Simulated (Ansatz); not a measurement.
```xyz
11

F    -2.0788    0.7743   -0.3775
Si   -0.5089    0.4628   -0.4891
Si    0.5816    1.3856    1.3701
Si   -0.2154   -1.8354   -0.8486
Cl    0.1857    1.4443   -2.1633
H     0.3393    2.8504    1.4225
H     2.0374    1.1194    1.2317
H     0.0845    0.7470    2.6176
H    -0.7442   -2.6012    0.3113
H     1.2408   -2.1000   -0.9858
H    -0.9221   -2.2472   -2.0888
```

Charge 0, multiplicity 1.

Problem. List the r2SCAN/def2-TZVPP orbital energies in eV (the Gaussian-basis code of Ansatz). (Estimate.)

Solution. The calculation gave: Occupied: -2753.58, -1792.90, -1791.19, -1791.19, -666.43, -254.97, -193.50, -193.38, -193.37, -143.15, -141.71, -141.71, -98.07, -98.02, -97.96, -96.56, -96.56, -96.56, -96.56, -96.55, -96.55, -31.51, -21.71, -15.03, -14.10, -13.32, -11.60, -11.27, -11.12, -9.45, -9.36, -9.31, -9.15, -8.82, -8.80, -8.44, -6.93. Lowest empty: -1.61, -1.35, -0.36, 0.17, 0.54, 0.73, 0.96, 1.28.
